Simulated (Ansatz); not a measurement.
Basis-set extrapolation for C5H16BNSi, SMILES `BN([SiH2]C)C(C)(C)C` (PBE0-D4/def2-TZVP geometry, frozen core, Ansatz). Multiplicity 1, RHF reference.

|  | def2-TZVPP | def2-QZVPP |
| --- | --- | --- |
| HF | -566.893675 | -566.916209 |
| MP2 correlation | -1.334290 | -1.418896 |
| CCSD(T) correlation | -1.478919 | not run |

Energies in hartree. Use E(X) = E(∞) + A·exp(−7.88·√X) for Hartree–Fock and E(X) = E(∞) + B·X^(−2.97) for correlation, with X = 3 and 4, and add CCSD(T) minus MP2 of the smaller set to the MP2 limit.

Question: What is the CCSD(T) energy at the basis-set limit?

Answer: HF limit: -566.916209 + (-0.022534) × 0.13774 = -566.91931. MP2 limit: -1.418896 + (-0.084606) × 0.74074 = -1.48157. Higher-order term: -1.478919 − (-1.334290) = -0.14463. Total: -568.54551 hartree, 454.0 kJ/mol below CCSD(T)/def2-TZVPP.
